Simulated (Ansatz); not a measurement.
Start from `OCC(F)[SiH3]` and change one atom or group to get `CC(F)[SiH3]`.

Ansatz, PBE0-D4/def2-TZVP geometries, multiplicity 1. Each molecule was computed in one conformer, which needn't be the lowest.

```csv
property,`OCC(F)[SiH3]`
HOMO–LUMO gap (PBE/def2-TZVPP) / eV,6.30
HOMO–LUMO gap (PBE0/def2-TZVPP) / eV,8.78
HOMO energy (PBE/def2-TZVPP) / eV,-6.57
HOMO energy (ωB97M-V/def2-TZVPP) / eV,-10.56
LUMO energy (PBE/def2-TZVPP) / eV,-0.27
HOMO energy (B3LYP/def2-TZVPP) / eV,-7.95
```

Q: Give the same properties after the change, and the shifts. (An estimate is asked.)

A: Computed: 
```json
{"property": "HOMO–LUMO gap (PBE/def2-TZVPP) / eV", "`CC(F)[SiH3]`": "6.64", "shift": "0.34"}
{"property": "HOMO–LUMO gap (PBE0/def2-TZVPP) / eV", "`CC(F)[SiH3]`": "8.89", "shift": "0.11"}
{"property": "HOMO energy (PBE/def2-TZVPP) / eV", "`CC(F)[SiH3]`": "-6.90", "shift": "-0.33"}
{"property": "HOMO energy (ωB97M-V/def2-TZVPP) / eV", "`CC(F)[SiH3]`": "-10.63", "shift": "-0.07"}
{"property": "LUMO energy (PBE/def2-TZVPP) / eV", "`CC(F)[SiH3]`": "-0.27", "shift": "0.00"}
{"property": "HOMO energy (B3LYP/def2-TZVPP) / eV", "`CC(F)[SiH3]`": "-8.15", "shift": "-0.20"}
```

With PBE0 the HOMO falls by 0.16 eV and the LUMO falls by 0.05 eV, so the gap widens by about 0.11 eV. PBE moves the HOMO by -0.33 eV and ωB97M-V by -0.07 eV.

B3LYP here is the variant with VWN-RPA as its local correlation; programs differ in this.
